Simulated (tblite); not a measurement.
C4H8Si.
SMILES: `CC1=CC[SiH2]1`

Method: GFN2-xTB as coded in tblite; computed harmonic values from a numerical Hessian at the method's own geometry, unscaled. Against measured fundamentals such values can be off by several per cent, at times by over 20. Modes of hydrogen on silicon can be 10 to 20 % off.

Harmonic wavenumbers (cm⁻¹): 111.7, 209.6, 272.3, 291.0, 448.9, 496.7, 546.2, 602.1, 637.4, 735.9, 752.1, 786.4, 825.1, 985.0, 1015.7, 1018.5, 1065.2, 1165.2, 1203.3, 1230.7, 1394.1, 1473.6, 1478.6, 1486.1, 1659.8, 2248.5, 2259.8, 2968.7, 2990.3, 2993.4, 3006.4, 3010.4, 3048.0.

A = 6631, B = 3495, C = 2421 MHz; mass 84.040 u (most abundant isotopes); point group Cs, symmetry number 1.

**Question.** Zero-point energy?

**Answer.** Half the sum of the wavenumbers: 22208 cm⁻¹ = 265.67 kJ/mol.

**Question.** Give the ideal-gas entropy at 298.15 K and 1 bar in the rigid-rotor, harmonic-oscillator model (classical rotation).

**Answer.** Translation 164.12, rotation 109.42, vibration 52.91: S = 326.5 J/(mol K).

**Question.** And Cp and H(298.15 K) − H(0)?

**Answer.** Cp = 109.20 J/(mol K), of which vibrations give 75.94 (their classical limit is 33 R = 274.4); H(298.15 K) − H(0) = 19.60 kJ/mol without the zero-point energy, 9.68 from vibrations.

**Question.** Blend soft modes into free rotors: weight 1/[1 + (100 cm⁻¹/ν̃)⁴] for the oscillator and the rest for a rotor with moment μB/(μ + B), μ = h/(8π²ν), B = 10⁻⁴⁴ kg m². What vibrational entropy results?

**Answer.** 52.18 J/(mol K) in place of 52.91, which changes −T·S at 298.15 K by +0.22 kJ/mol.

**Question.** How do the functions run with temperature in this model?

**Answer.** 
```
T (K)  S (J/(mol K))  Cp (J/(mol K))  H − H(0) (kJ/mol)  G − H(0) (kJ/mol)  ln q(vib)
  100          245.8            50.3               3.93             -20.65       0.31
  200          289.3            79.0              10.36             -47.49       1.26
  300          327.1           109.8              19.80             -78.34       2.48
  500          395.9           161.0              47.18            -150.79       5.30
  800          483.3           210.2             103.50            -283.11       9.72
 1000          532.6           231.9             147.82            -384.81      12.54
```

q(vib) and H(0) count from the zero-point level.

Hindered rotation and anharmonicity are outside this model.
